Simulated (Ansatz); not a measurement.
SeS4⁺. Total charge 1; doublet. Geometry PBE-D4/def2-SVP; atoms count from 1.

```xyz
5

S     1.167    0.624    1.562
S    -0.416   -0.047   -1.535
S    -1.292    0.968    0.011
S    -1.496   -1.157   -0.066
Se    2.037   -0.388    0.027
```

Another isomer (doublet) lies 1.08 eV lower at PBE0-D4/def2-TZVP; other spin states weren't run for this one.

(1) Estimate the Mulliken populations from the PBE0/def2-TZVP orbitals of Ansatz.

(2) Where does the spin sit?

(3) And the Mayer bond orders between bonded heavy atoms (over 0.3)?

Answers

(1) 
```
atom  charge (e)  spin (α − β)
  S1        0.11          0.50
  S2        0.21         -0.04
  S3        0.21         -0.03
  S4        0.15          0.01
 Se5        0.31          0.56
```
Mulliken values and Mayer orders depend strongly on the basis.

(2) Summed by element: S 0.44, Se 0.56, of 1 unpaired in all. Largest on single atoms: Se5 0.56, S1 0.50, S2 -0.04.

(3) S1–Se5 2.08 (2.03 Å); S2–S3 1.22 (2.05 Å); S2–S4 1.07 (2.13 Å); S3–S4 1.07 (2.14 Å). Values over 0.3 also appear between atoms too far apart for a bond (S2–Se5 0.30 at 2.93 Å); they arise where an orbital or an unpaired electron spreads over both atoms.
